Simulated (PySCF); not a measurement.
Calculation: PySCF with PBE-D3(BJ)/def2-TZVP // CAM-B3LYP-D3(BJ)/def2-TZVP. Isolated molecules, 0 K electronic values unless said otherwise. One relaxed conformer stands for a flexible species; it need not be the lowest. 

Reference species (SMILES): `[GaH3]` (neutral, multiplicity 1).

```json
{
  "HOMO": "-7.35 eV",
  "LUMO": "-2.65 eV"
}
```

Changed species: `[OH][GaH2]` (2 of 3 OH replaced by H; the reference has 3 of 3 OH replaced by H).

Problem. Predict the effect on the HOMO and LUMO.

Solution. the HOMO increases by 0.21 eV, to -7.14 eV; the LUMO increases by 0.69 eV, to -1.96 eV.
